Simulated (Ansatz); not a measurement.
Cost and result up the ladder for Ge₁₈H₂₄, a nanocrystal cut from hexagonal germanium (42 atoms). The state is a singlet with charge 0. Geometry: PBE-D4/def2-SVP.

```xyz
42

Ge   -0.269   -3.642    3.088
Ge   -2.027   -2.083    3.798
Ge    0.901   -2.749    1.131
Ge   -0.696   -2.405   -0.695
Ge   -2.052   -0.125    2.328
Ge   -2.460   -0.839    0.020
Ge    0.452   -1.519   -2.670
Ge   -1.163   -1.196   -4.482
Ge   -2.502    1.103   -1.473
Ge   -2.918    0.367   -3.771
Ge    1.892   -0.578    1.686
Ge    0.129    0.989    2.401
Ge    3.077    0.333   -0.256
Ge    1.448    0.634   -2.061
Ge    0.125    2.958    0.943
Ge   -0.316    2.201   -1.345
Ge    4.067    2.496    0.324
Ge    2.311    4.056    1.039
H    -0.899   -5.023    2.743
H     0.741   -3.860    4.253
H    -3.411   -2.795    3.751
H    -1.774   -1.638    5.268
H     2.024   -3.726    0.661
H    -1.367   -3.769   -1.057
H    -3.163    0.882    2.762
H    -3.833   -1.578   -0.056
H     1.580   -2.509   -3.101
H    -1.802   -2.562   -4.871
H    -0.439   -0.636   -5.741
H    -3.609    2.097   -0.999
H    -4.308   -0.328   -3.860
H    -2.942    1.598   -4.723
H     2.899   -0.757    2.867
H     0.432    1.433    3.867
H     4.176   -0.677   -0.713
H     2.167    1.241   -3.308
H    -1.007    3.933    1.393
H    -0.299    3.431   -2.308
H     5.106    2.313    1.468
H     4.818    3.080   -0.909
H     2.596    4.537    2.492
H     2.314    5.310    0.116
```

Ansatz on 11 threads of AMD EPYC 7R13 on a shared host and a whole NVIDIA H100 80GB HBM3. Times are rough, and most runs start from the orbitals of an earlier one. PBE0-D4/def2-TZVP serves as the yardstick here, not as an exact answer. Differences are given only for rows in sets of like size (and for xTB, whose basis is part of the method), since another set adds its own error. Binding counts from free atoms at the same level (Ge triplet, H doublet; other spins of the atoms weren't run), without zero-point energy or a counterpoise term.

The 6-31G sets use Cartesian d functions. B3LYP takes the VWN-RPA correlation. Correlated methods freeze 162 core orbitals; core or outer-core shells of Ge are correlated, in sets that lack core-valence functions. Single mean-field runs in 6-31G, def2-SVP, def2-TZVP are fitted with def2-universal-jkfit.

Correlated methods converge slowly with the basis.

```tsv
level	functions	wall time	binding energy per atom (eV)	difference from PBE0-D4/def2-TZVP (eV)
HF/STO-3G	348	4.4 s	3.82	–
PBE-D4/def2-SVP	696	5 s	2.92	–
PBE0-D4/def2-SVP	696	6.5 s	2.92	–
r2SCAN-D4/def2-TZVP (with forces)	1008	9 s	2.96	0.04
HF/6-31G	570	9.5 s	1.90	–
B97M-V/def2-TZVP	1008	10 s	2.96	0.04
B3LYP-D4/6-31G	570	11 s	2.84	–
PBE0-D4/def2-TZVP	1008	11 s	2.92	0.00
PBE-D4/def2-TZVP (with forces)	1008	13 s	2.92	0.00
MP2/def2-TZVP	1008	19 s	2.87	-0.05
```
